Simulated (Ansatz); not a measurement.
`[NH2][Al]([OH])[SiH3]` + `C=C[Si](N)(O)F` → `C=C[Si](N)(F)O[SiH3]` + `[NH2][AlH][OH]`  (cleavage of the Si–Al bond)

Calculated with Ansatz (gas phase, PBE0-D4/def2-TZVP geometries, no zero-point term in ΔE). CCSD(T)/CBS is the MP2 limit (def2-TZVPP, def2-QZVPP) plus CCSD(T) − MP2 in def2-TZVPP, frozen cores. This one scheme is used for every species. Each species was taken in one conformer, which may not be the lowest.

| species | CCSD(T)/CBS(def2) energy (Eh) |
| --- | --- |
| `[NH2][Al]([OH])[SiH3]` | -664.67699 |
| `C=C[Si](N)(O)F` | -598.61830 |
| `C=C[Si](N)(F)O[SiH3]` | -888.93769 |
| `[NH2][AlH][OH]` | -374.39395 |

**Question.** Work out ΔE.

**Answer.** ΔE = (-888.93769) + (-374.39395) − (-664.67699) − (-598.61830) = -0.03635 Eh = -95.4 kJ/mol.

Largest T1 diagnostic among the species: 0.013.

From PBE to PBE0 (25 % exact exchange), in def2-TZVPP and without D4, ΔE moves by −10.2 kJ/mol. The D4 term adds −4.6 kJ/mol with B3LYP and −2.7 kJ/mol with PBE0; it sums over pairs of atoms, weighted by their polarisabilities, and B3LYP, whose exchange is more repulsive, gets the larger term.

B3LYP here is the variant with VWN-RPA as its local correlation; programs differ in this.
